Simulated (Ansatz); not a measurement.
Isolated molecules relaxed with PBE0-D4/def2-TZVP in Ansatz; ΔE leaves out vibrations. CCSD(T)/CBS adds triple-zeta CCSD(T) − MP2 to the extrapolated MP2 energy (def2 sets, frozen cores). Functionals use def2-TZVPP. B3LYP here is the variant with VWN-RPA as its local correlation; programs differ in this. For Sc outer-core shells are correlated without core-valence functions, which leaves a few kJ/mol of doubt a bond. Scalar relativity is left out up to krypton. One conformer a species, not always the lowest.

Reaction (cleavage of the Si–B bond): `CCBB[SiH3]` + `[NH2][Sc]([OH])[OH]` → `[NH2][Sc]([OH])[O][SiH3]` + `BBCC`

`CCBB[SiH3]`:

Z-matrix (Å, degrees):
```
C
C 1 1.525
H 1 1.093 2 111.8
H 1 1.093 2 111.1 3 -119.9
H 1 1.092 2 111.0 3 120.8
B 2 1.565 1 116.8 3 -173.8
H 2 1.095 1 111.1 3 55.0
H 2 1.106 1 109.3 3 -59.5
B 6 1.624 2 129.2 1 -157.5
H 6 1.213 2 116.9 1 29.2
Si 9 2.016 6 121.1 2 -82.9
H 9 1.200 6 123.6 2 98.7
H 11 1.490 9 112.2 6 -132.5
H 11 1.489 9 114.6 6 -8.9
H 11 1.494 9 106.2 6 109.7
```

`[NH2][Sc]([OH])[OH]`:

```xyz
8

N     1.163    0.994   -0.623
Sc   -0.235   -0.201    0.126
O    -1.386    0.559    1.397
O    -0.256   -1.962   -0.517
H     1.310    1.966   -0.384
H     1.858    0.741   -1.313
H    -2.047    0.780    2.045
H    -0.408   -2.877   -0.731
```

`[NH2][Sc]([OH])[O][SiH3]`:

Cartesian coordinates in Å:
```
N -1.163 2.242 -0.101
Sc 0.029 0.796 -0.739
O 0.906 1.080 -2.364
O 0.182 -0.756 0.358
Si 0.369 -2.108 1.238
H -1.703 2.238 0.755
H -1.343 3.121 -0.570
H 1.434 1.036 -3.155
H 1.358 -1.893 2.331
H 0.854 -3.235 0.392
H -0.923 -2.521 1.856
```

`BBCC`:

Cartesian coordinates in Å:
```
B -1.618 -1.134 0.168
B -0.094 -0.890 0.721
C 0.943 0.201 0.300
C 0.539 1.206 -0.771
H -2.576 -0.631 0.688
H -1.855 -1.870 -0.751
H 0.274 -1.666 1.574
H 1.860 -0.334 0.009
H 1.246 0.716 1.224
H -0.341 1.778 -0.464
H 1.336 1.922 -0.989
H 0.287 0.702 -1.709
```

```
             level  ΔE (kJ/mol)  difference from CCSD(T)/CBS
            PBE-D4        -91.5                         27.0
         r2SCAN-D4       -110.2                          8.3
           PBE0-D4       -101.6                         16.9
          B3LYP-D4       -116.4                          2.1
           ωB97X-V       -115.5                          3.0
           ωB97M-V       -117.0                          1.5
            B2PLYP       -121.6                         -3.1
               PBE        -92.0                         26.5
            r2SCAN       -110.4                          8.1
              PBE0       -102.0                         16.5
             B3LYP       -117.2                          1.3
     HF/def2-TZVPP       -147.9                        -29.4
    MP2/def2-TZVPP       -124.4                         -5.9
SCS-MP2/def2-TZVPP       -130.0                        -11.5
   CCSD/def2-TZVPP       -121.7                         -3.2
CCSD(T)/def2-TZVPP       -117.9                          0.6
     HF/def2-QZVPP       -150.6                        -32.1
    MP2/def2-QZVPP       -125.7                         -7.2
SCS-MP2/def2-QZVPP       -131.1                        -12.6
      HF/CBS(def2)       -151.0                        -32.5
     MP2/CBS(def2)       -125.0                         -6.5
    CCSD/CBS(def2)       -122.3                         -3.8
       CCSD(T)/CBS       -118.5                            0
```

Largest T1 diagnostic among the species: 0.016.

In def2-TZVPP, CCSD(T) changes the Hartree–Fock value by +30.0 kJ/mol (the triples alone add +3.8 kJ/mol) and MP2 by +23.5 kJ/mol. From PBE to PBE0 (25 % exact exchange), in def2-TZVPP and without D4, ΔE moves by −10.1 kJ/mol.
